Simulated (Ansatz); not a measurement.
Program: Ansatz. Geometries: PBE0-D4/def2-TZVP. ΔE: electronic, gas phase. CBS: MP2 limit from def2 TZ/QZ plus the TZ coupled-cluster correction, frozen cores. Functionals use def2-TZVPP. B3LYP here is the variant with VWN-RPA as its local correlation; programs differ in this. For Ga outer-core shells are correlated without core-valence functions, which leaves a few kJ/mol of doubt a bond. Scalar relativity is left out up to krypton.

Reaction (isomerisation): `C[BH][GaH2]` → `[BH2][GaH][CH3]`

`C[BH][GaH2]`:

Z-matrix (Å, degrees):
```
C
B 1 1.556
H 1 1.104 2 103.4
H 1 1.094 2 113.6 3 113.2
H 1 1.091 2 117.2 3 -117.0
Ga 2 2.078 1 126.0 3 99.5
H 2 1.205 1 116.3 3 -77.0
H 6 1.579 2 122.9 1 -86.4
H 6 1.579 2 122.6 1 94.6
```

`[BH2][GaH][CH3]`:

Cartesian coordinates in Å:
```
B -0.387 1.790 -0.859
Ga -0.668 -0.115 -0.102
C 0.749 -1.237 0.697
H -0.102 1.989 -2.007
H -0.504 2.773 -0.182
H -2.107 -0.775 -0.135
H 1.739 -0.782 0.659
H 0.498 -1.439 1.743
H 0.784 -2.203 0.187
```

| level | ΔE (kcal/mol) |
| --- | --- |
| B3LYP-D4 | 4.3 |
| r2SCAN0-D4 | 4.6 |
| CCSD/def2-TZVPP | 2.8 |
| SCS-MP2/def2-QZVPP | 2.4 |

Task: What does CCSD(T)/CBS give? (Best estimate.)

Result: Computed: +2.6 kcal/mol. The listed levels differ from it by 1.7, 2.0, 0.2, -0.2 kcal/mol.

Task: What do rigid-rotor, harmonic-oscillator terms from PBE0-D4/def2-TZVP frequencies (298.15 K, 1 bar) make of the CCSD(T)/CBS value? (An estimate is asked.)

Result: The calculation gave: ΔZPE = +0.3 kcal/mol, ΔH = +3.2 kcal/mol, ΔS = 8 J/(mol·K), ΔG = +2.6 kcal/mol. Modes under 50 cm⁻¹ make the entropy rough.

Largest T1 diagnostic among the species: 0.013.

In def2-TZVPP, CCSD(T) changes the Hartree–Fock value by −0.8 kcal/mol (the triples alone add −0.0 kcal/mol) and MP2 by −1.3 kcal/mol. At CCSD(T), def2-SVP lies +2.4 kcal/mol from the extrapolated value and def2-TZVPP +0.2 kcal/mol.
